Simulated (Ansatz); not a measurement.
One change: `C[S][Al]([F])[F]` becomes `[F][Al]([F])[SeH]`.

Ansatz, PBE0-D4/def2-TZVP geometries, multiplicity 1. Each molecule was computed in one conformer, which needn't be the lowest.

Scalar relativity is left out up to krypton. Spin–orbit coupling is left out; it splits and shifts lone-pair levels of the heavy atoms by tenths of an eV.

```tsv
property	`C[S][Al]([F])[F]`
HOMO–LUMO gap (PBE0/def2-TZVPP) / eV	6.70
size of the dipole moment (PBE/def2-TZVPP) / D	2.24
LUMO energy (PBE/def2-TZVPP) / eV	-1.80
size of the dipole moment (B3LYP/def2-TZVPP) / D	2.25
LUMO energy (B3LYP/def2-TZVPP) / eV	-1.25
HOMO energy (PBE0/def2-TZVPP) / eV	-7.64
```

Question: What does the change do to each property? (Estimate.)

Answer: Computed: 
```json
{"property": "HOMO–LUMO gap (PBE0/def2-TZVPP) / eV", "`[F][Al]([F])[SeH]`": "6.74", "shift": "0.04"}
{"property": "size of the dipole moment (PBE/def2-TZVPP) / D", "`[F][Al]([F])[SeH]`": "1.39", "shift": "-0.85"}
{"property": "LUMO energy (PBE/def2-TZVPP) / eV", "`[F][Al]([F])[SeH]`": "-2.01", "shift": "-0.21"}
{"property": "size of the dipole moment (B3LYP/def2-TZVPP) / D", "`[F][Al]([F])[SeH]`": "1.39", "shift": "-0.86"}
{"property": "LUMO energy (B3LYP/def2-TZVPP) / eV", "`[F][Al]([F])[SeH]`": "-1.48", "shift": "-0.23"}
{"property": "HOMO energy (PBE0/def2-TZVPP) / eV", "`[F][Al]([F])[SeH]`": "-7.91", "shift": "-0.27"}
```

The zero-point energy changes by -81.5 kJ/mol with -9 modes. Dipoles are sizes alone; their direction can turn.

B3LYP here is the variant with VWN-RPA as its local correlation; programs differ in this.
